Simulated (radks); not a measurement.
Results of a calculation; reference values are marked as such.
Task: All-electron atom: Mg4+ in [He] 2s2 2p4. Level of theory: non-relativistic Kohn-Sham, BLYP, spin-polarised, spherical densities, point nucleus; open shells are filled with parallel spins first (a radial shooting solver on a logarithmic mesh with Libxc functionals). Some entries of the table are withheld. Estimate them.

| orbital | occ. | eigenvalue (eV) | r(max) (bohr) | <r^2> (bohr^2) |
|---|---|---|---|---|
| 1s up | 1 | -1358.646 | 0.08539 | (1) |
| 1s down | 1 | -1355.792 | 0.08531 | (2) |
| 2s up | 1 | -162.7519 | 0.5271 | (3) |
| 2s down | 1 | -156.7141 | 0.5310 | (4) |
| 2p up | 3 | -131.6718 | 0.4469 | (5) |
| 2p down | 1 | -125.0893 | 0.4524 | (6) |
| 3s up | 0 | -47.6381 | 1.714 | 3.979 |
| 3s down | 0 | -46.6775 | 1.746 | 4.111 |

Result: 
(1) 1s up <r^2> (bohr^2): 0.02308
(2) 1s down <r^2> (bohr^2): 0.02298
(3) 2s up <r^2> (bohr^2): 0.4977
(4) 2s down <r^2> (bohr^2): 0.5110
(5) 2p up <r^2> (bohr^2): 0.4499
(6) 2p down <r^2> (bohr^2): 0.4698
